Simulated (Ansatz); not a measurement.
Wavefunction ladder for `OB1C=N[SiH2]1`

```xyz
9

O    -0.941    1.416   -1.315
B    -0.285    0.582   -0.498
C     1.196    0.653    0.054
N     1.374   -0.384    0.807
Si   -0.271   -1.107    0.620
H    -1.845    1.151   -1.505
H     2.012    1.373   -0.091
H    -1.003   -1.215    1.914
H    -0.237   -2.469    0.015
```

Total charge 0; spin multiplicity 1. The structure was optimised at the PBE0-D4/def2-TZVP level. It is one conformer, not always the lowest. Frozen core, restricted reference, the Gaussian-basis code of Ansatz. CBS rows extrapolate triple and quadruple zeta; past MP2 they add the triple-zeta difference.

| basis | HF (Eh) | MP2 corr. |
| --- | --- | --- |
| def2-SVP | -482.88638 | -0.64197 |
| def2-TZVPP | -483.22231 | -0.79557 |
| def2-QZVPP | -483.24004 | -0.85348 |

Q: Estimate the CCSD correlation energy and the (T) correction in each basis where they were run (hartree).

A: 
```
     basis  CCSD corr.       (T)
  def2-SVP    -0.68140  -0.02427
def2-TZVPP    -0.82638  -0.03784
 CBS(def2)    -0.92717     as TZ
```
